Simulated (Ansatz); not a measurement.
Species: AlCl, charge 0, singlet. AlCl (SMILES [Cl][Al]).
B3LYP-D3(BJ)/def2-TZVP minimum from Ansatz (an electronic-structure program):
```xyz
2

Al     0.0000     0.0000    -1.2241
Cl     0.0000     0.0000     0.9361
```
Charge 0, spin multiplicity 1.

Total energies in hartree (Ansatz). UHF or UKS for unpaired electrons; spin-orbit terms are left out. Cores are frozen in correlated methods. No relativity. For partners of very few electrons the exact lower level stands in for a higher one.

```tsv
species	HF/cc-pV(T+d)Z	CCSD(T)/cc-pV(T+d)Z	HF/cc-pV(Q+d)Z	CCSD(T)/cc-pV(Q+d)Z	CCSD(T)/cc-pV(5+d)Z	CCSDT(Q)/cc-pV(5+d)Z
1: AlCl (SMILES [Al][Cl])	-701.51184	-701.79116	-701.51699	-701.81978	-701.82852	-701.82980
2: Al (doublet)	-241.87908	-241.93131	-241.88044	-241.93374	-241.93453	-241.93497
3: Cl (doublet)	-459.48556	-459.67356	-459.48916	-459.69449	-459.70060	-459.70154
```

Q: Work out the atomisation energy (electronic, to ground-state atoms) in kcal/mol: take Hartree-Fock from cc-pV(Q+d)Z, extrapolate the CCSD(T) correlation energy as X^-3 (X = 3, 4), and add CCSDT(Q) - CCSD(T) in cc-pV(5+d)Z. 1 hartree = 627.51 kcal/mol.

A: 
Species 1: correlation (64·(-0.30279) - 27·(-0.27932))/37 = -0.31992; step -0.00128; E1 = -701.51699 + (-0.31992) + (-0.00128) = -701.83819
Species 2: correlation (64·(-0.05330) - 27·(-0.05223))/37 = -0.05408; step -0.00044; E2 = -241.88044 + (-0.05408) + (-0.00044) = -241.93496
Species 3: correlation (64·(-0.20533) - 27·(-0.18800))/37 = -0.21798; step -0.00094; E3 = -459.48916 + (-0.21798) + (-0.00094) = -459.70808
-1·E1 +1·E2 +1·E3 = 0.19515 hartree = 122.5 kcal/mol.
